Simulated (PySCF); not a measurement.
Job for PySCF: D3(BJ) and D4 dispersion corrections on OSi (SMILES [O+]#[Si-]).

```python
from pyscf import gto
from pyscf.dispersion import dftd3, dftd4

mol = gto.M(
    atom='''
    Si    0.00000000   -0.00000000   -0.75657293
    O    -0.00000000    0.00000000    0.75657293
    ''',
    basis='def2-svp',
    charge=0, spin=0, verbose=0, max_memory=1800)
d3, d4 = {}, {}
for xc in ['hf', 'pbe', 'blyp', 'revpbe', 'tpss', 'r2scan', 'b3lyp', 'pbe0', 'bhlyp', 'camb3lyp', 'b2plyp']:
    d3[xc] = float(dftd3.DFTD3Dispersion(mol, xc=xc, version='d3bj', atm=False).get_dispersion()['energy'])
    print(f'D3(BJ) {xc:10s} {d3[xc]:14.8f} Eh')
for xc in ['hf', 'pbe', 'blyp', 'revpbe', 'tpss', 'r2scan', 'b3lyp', 'pbe0', 'bhlyp', 'camb3lyp', 'b2plyp']:
    d4[xc] = float(dftd4.DFTD4Dispersion(mol, xc={'camb3lyp': 'cam-b3lyp'}.get(xc, xc), atm=True).get_dispersion()['energy'])
    print(f'D4     {xc:10s} {d4[xc]:14.8f} Eh')
```

The log:

```
D3(BJ) hf            -0.00816037 Eh
D3(BJ) pbe           -0.00065582 Eh
D3(BJ) blyp          -0.00154369 Eh
D3(BJ) revpbe        -0.00166344 Eh
D3(BJ) tpss          -0.00084383 Eh
D3(BJ) r2scan        -0.00015774 Eh
D3(BJ) b3lyp         -0.00127899 Eh
D3(BJ) pbe0          -0.00057643 Eh
D3(BJ) bhlyp         -0.00109560 Eh
D3(BJ) camb3lyp      -0.00054916 Eh
D3(BJ) b2plyp        -0.00062916 Eh
D4     hf            -0.00328843 Eh
D4     pbe           -0.00082247 Eh
D4     blyp          -0.00188722 Eh
D4     revpbe        -0.00258611 Eh
D4     tpss          -0.00111194 Eh
D4     r2scan        -0.00016593 Eh
D4     b3lyp         -0.00136813 Eh
D4     pbe0          -0.00067499 Eh
D4     bhlyp         -0.00108785 Eh
D4     camb3lyp      -0.00068408 Eh
D4     b2plyp        -0.00055746 Eh
```

The run finished.

Cost: roughly 0.04 core-seconds.
